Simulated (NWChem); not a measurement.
CoF₂, quartet; SMILES [F][Co][F]

All runs: NWChem. Spin-unrestricted. The spin multiplicity was typed, not searched, and may not be the lowest. No stability test was run on the SCF state. The level has its own optimisation; frequencies are unscaled.

Task: Estimate the computed values for PBE0/def2-SVP. Quantities: r Co–F (Å); highest harmonic frequency (cm⁻¹); lowest (cm⁻¹); zero-point energy (kcal/mol).

Result: 
```yaml
r Co–F (Å): 1.711
highest harmonic frequency (cm⁻¹): 793
lowest (cm⁻¹): 157
zero-point energy (kcal/mol): 2.5
```
